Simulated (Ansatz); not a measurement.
Consider the substitution at a C–B bond: `CB(N)C[SiH3]` + `NCF` → `FCNC[SiH3]` + `CBN`.

Computed with Ansatz on PBE0-D4/def2-TZVP structures; ΔE is electronic, products minus reactants. CBS: MP2 limit from def2 TZ/QZ plus the TZ coupled-cluster correction, frozen cores. One conformer a species, not always the lowest.

```json
{"species": "`CB(N)C[SiH3]`", "CCSD(T)/CBS(def2) energy (Eh)": "-450.77256"}
{"species": "`NCF`", "CCSD(T)/CBS(def2) energy (Eh)": "-194.94856"}
{"species": "`FCNC[SiH3]`", "CCSD(T)/CBS(def2) energy (Eh)": "-524.47248"}
{"species": "`CBN`", "CCSD(T)/CBS(def2) energy (Eh)": "-121.21267"}
```

**Question.** Work out ΔE.

**Answer.** ΔE = (-524.47248) + (-121.21267) − (-450.77256) − (-194.94856) = 0.03597 Eh = +0.98 eV.

**Question.** What do rigid-rotor, harmonic-oscillator terms from PBE0-D4/def2-TZVP frequencies (298.15 K, 1 bar) make of the CCSD(T)/CBS value? (An estimate is asked.)

**Answer.** The calculation gave: ΔZPE = -0.03 eV, ΔH = +0.94 eV, ΔS = -5 J/(mol·K), ΔG = +0.96 eV. Modes under 50 cm⁻¹ make the entropy rough.

Largest T1 diagnostic among the species: 0.011.

At CCSD(T), def2-SVP lies −0.12 eV from the extrapolated value and def2-TZVPP −0.01 eV. Leaving LDA and LC-ωPBE aside and taking each functional with its dispersion term where it has one, the values, not all of them listed here, spread over 0.13 eV, from BLYP-D4 to B97M-V. The D4 term adds +0.05 eV with B3LYP and +0.03 eV with PBE0; it sums over pairs of atoms, weighted by their polarisabilities, and B3LYP, whose exchange is more repulsive, gets the larger term.

B3LYP here is the variant with VWN-RPA as its local correlation; programs differ in this.
